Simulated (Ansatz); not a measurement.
The first iterations of a band of a periodic cell of 17 atoms, Si (host Si, host structure diamond, interstitial Si).

Computed with DFT PBE, scalar-relativistic, plane waves, PAW in Ansatz. Settings: cutoff 420 eV, k mesh 2x2x2, gaussian smearing 0.05 eV, no spin polarisation.

* movable images: 3
* climbing image: yes
* spring: 5.0 eV/Å²
* optimiser: fire
* start path: default
* force threshold: 0.05 eV/Å
* iteration limit: 50
* end points: relaxed
* largest step: 1.0 Å

Image 0:

```xyz
17
Lattice="0.0000 5.4300 5.4300 5.4300 0.0000 5.4300 5.4300 5.4300 0.0000" Properties=species:S:1:pos:R:3
Si -0.036 0.001 0.001
Si 1.330 1.382 1.384
Si 2.712 2.748 0.002
Si 4.075 4.068 1.362
Si 2.713 0.001 2.749
Si 4.076 1.363 4.068
Si 5.430 2.715 2.715
Si 6.783 4.069 4.069
Si -0.006 2.714 2.718
Si 1.331 4.048 4.049
Si 2.713 5.428 2.682
Si 4.092 6.808 4.053
Si 2.714 2.682 5.430
Si 4.094 4.050 6.811
Si 5.463 5.429 5.431
Si 6.783 6.791 6.791
Si 2.709 5.429 5.433
```

Image 4:

Only the atoms that move by more than 0.05 Å are listed.
```
Si17 4.069 4.074 4.064
```

| iteration | highest image above the first end (eV) | largest band force component (eV/Å) |
| --- | --- | --- |
| 1 | 0.964 | 1.515 |
| 2 | 0.775 | 1.065 |
| 3 | 0.584 | 0.359 |
| 4 | 0.543 | 0.392 |
| 5 | 0.536 | 0.361 |
| 6 | 0.525 | 0.302 |
| 7 | 0.510 | 0.260 |
| 8 | 0.497 | 0.212 |
| 9 | 0.487 | 0.201 |
| 10 | 0.480 | 0.205 |

Does the band converge within its limit, and where does its top end?

The forces met the threshold. It ended after 30 iterations with the highest image 0.313 eV above the first end. The order of the stationary point at the top wasn't checked. Limits of this set-up: coarse k mesh.

Time of the run: 7.1 min on 1 thread of Arm Neoverse V2, on a shared host, peak memory 0.71 GiB.
